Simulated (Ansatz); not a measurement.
CH$_{3}$F$_{2}$NSSi, SMILES `N=C(F)S[SiH2]F`, relaxed with RKS PBE0-D4/def2-TZVP in Ansatz from a PBE-D4/def2-SVP geometry. The force threshold is 0.005 eV/Å; the program also tests the step.

The species carries charge 0 and has multiplicity 1.

Start:

```xyz
9

N    -1.009    1.216   -2.105
C    -0.595    0.629   -1.073
F    -1.513    0.199   -0.160
S     1.068    0.233   -0.554
Si    0.567   -0.764    1.327
F     2.029   -1.195    1.919
H    -0.243    1.501   -2.729
H    -0.072    0.185    2.289
H    -0.232   -2.004    1.085
```

```tsv
step	energy (eV)	largest force (eV/Å)	largest move (Å)
1	-26713.4191	1.129	0.000
2	-26713.4776	0.692	0.053
3	-26713.4906	0.257	0.024
4	-26713.4924	0.060	0.020
5 (rejected)	-26713.4924	0.078	0.003
6	-26713.4925	0.029	0.002
7	-26713.4926	0.020	0.005
8	-26713.4926	0.014	0.002
9	-26713.4927	0.006	0.003
10	-26713.4927	0.008	0.002
11	-26713.4927	0.002	0.001
```

End:

```xyz
9

N    -0.987    1.204   -2.081
C    -0.594    0.621   -1.058
F    -1.512    0.203   -0.169
S     1.043    0.227   -0.545
Si    0.564   -0.757    1.313
F     2.000   -1.167    1.874
H    -0.225    1.480   -2.691
H    -0.067    0.173    2.270
H    -0.222   -1.984    1.087
```

Run time 34 s (4 threads of an INTEL XEON PLATINUM 8581C on a shared host); peak host memory 0.63 GiB.
